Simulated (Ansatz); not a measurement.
**How methods differ on GeH3 (SMILES [GeH3])**

GeH3: 4 atoms, total charge 0, spin state doublet. As SMILES, `[GeH3]`. Geometry: optimised at B3LYP/def2-SVP.

```xyz
4

Ge    0.2212   -0.1298   -0.2571
H     1.0562    0.1111    1.0237
H    -0.8874   -1.1783    0.0022
H    -0.3900    1.1970   -0.7688
```

Quantity: the dissociation energy of the H2–Ge1 bond into doublet H and singlet GeH2 (shapes relaxed at B3LYP/def2-SVP, no zero-point term), in eV. The values are calculated.

```
                level                    kind  program  value (eV)
       UHF/def2-TZVPP            Hartree–Fock   Ansatz        2.53
    USVWN5/def2-TZVPP                     LDA   Ansatz        3.08
     UBLYP/def2-TZVPP                     GGA   Ansatz        2.60
  U-r2SCAN/def2-TZVPP                meta-GGA   Ansatz        2.98
    UB3LYP/def2-TZVPP           global hybrid   Ansatz        2.72
UCAM-B3LYP/def2-TZVPP  range-separated hybrid   Ansatz        2.81
   UB2PLYP/def2-TZVPP           double hybrid   Ansatz        2.77
   RPA@PBE/def2-TZVPP                     RPA   Ansatz        2.72
```

All-electron rows without a relativistic Hamiltonian named are non-relativistic. The values span 2.53 to 3.08 eV. A fragment with an even electron count was run as a singlet and may have a lower triplet. Measured bond enthalpies also hold zero-point and thermal terms, a few tenths of an eV less.
